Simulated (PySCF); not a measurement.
**Peak assignment**

Bonds (- single, = double, # triple, : aromatic): C1-C2, C2-C3, C2-C4, C4-C5, C5-C6, C6-C7, C7-C8, C8-O9, C8-C2, O9-C5. C1 carries H10, H11, H12; C3 carries H13, H14, H15; C4 carries H16, H17; C5 carries H18; C6 carries H19, H20; C7 carries H21, H22; C8 carries H23. Stereochemistry as in CC1(C)C[C@@H]2CC[C@H]1O2. H20, H21 are cis to C2 on the ring; H17 is cis to C6 on the ring; H19, H22 are trans to C2 on the ring; H16 is trans to C6 on the ring.

PySCF calculation with PBE0/pcSseg-1 with gauge-including orbitals and GFN2-xTB structure; averaged over atoms made equivalent by symmetry, fast rotation or ring inversion, single conformer, no relativistic terms, no solvent.

Scale: ¹³C and ¹H vs TMS (reference shieldings calculated alike).

Problem. Assign these signals to the numbered atoms. ¹³C{¹H} NMR (computed): δ 87.9, 80.4, 50.0, 42.1, 33.1, 32.0, 27.4, 27.2.

Solution. 
87.9 → C8, sp3 CH bonded to O: the inductive effect lowers its shielding
80.4 → C5, sp3 CH bonded to O
50.0 → C4, sp3 CH2 in a ring: saturated and bonded to C and H only
42.1 → C2, quaternary sp3 carbon in a ring: aliphatic region, no heteroatom directly attached
33.1 → C6, sp3 CH2 in a ring: aliphatic region, no heteroatom directly attached
32.0 → C1, methyl carbon: saturated and bonded to C and H only
27.4 → C7, sp3 CH2 in a ring: saturated and bonded to C and H only
27.2 → C3, methyl carbon: a saturated carbon with 1 carbon neighbour and no heteroatom attached

C6 and C1; C7 and C3 lie closer than the usual error of such a calculation, so a measured spectrum could show them in the other order.

Problem. Assign these signals to the numbered atoms. ¹H NMR (300 MHz, computed): δ 4.42 (m, 1H), 3.77 (m, 1H), 1.79 (m, 1H), 1.72 (m, 1H), 1.62 (m, 1H), 1.52 (m, 1H), 1.19 (m, 1H), 1.08 (s, 3H), 1.03 (s, 3H), 0.90 (m, 1H).

Solution. 
4.42 → H18, hydrogen on an sp3 CH bonded to O: its carbon carries O, which withdraws density
3.77 → H23, hydrogen on an sp3 CH bonded to O
1.79 → H21, hydrogen on an sp3 CH2 in a ring
1.72 → H19, hydrogen on an sp3 CH2 in a ring
1.62 → H22, hydrogen on an sp3 CH2 in a ring
1.52 → H16, hydrogen on an sp3 CH2 in a ring
1.19 → H20, hydrogen on an sp3 CH2 in a ring
1.08 → H10/H11/H12, hydrogen on a methyl carbon: far from electronegative atoms and π systems
1.03 → H13/H14/H15, hydrogen on a methyl carbon
0.90 → H17, hydrogen on an sp3 CH2 in a ring

H21 and H19; H19 and H22; H22 and H16; H20 and H10/H11/H12; H10/H11/H12 and H13/H14/H15 lie closer than the usual error of such a calculation, so a measured spectrum could show them in the other order.

Shifts are as computed. Against solution values, carbons near 30 ppm lie about +3 ppm off and those near 130 ppm about +5 ppm. Of 1211 compounds with measured shifts, 218 miss one by over three times the rms of a fit or turn the order of signals round; such compounds aren't used in these exercises. Multiplicities follow the n + 1 count of equivalent neighbours, as no J values were calculated; m marks all less simple cases, F and P coupling included.
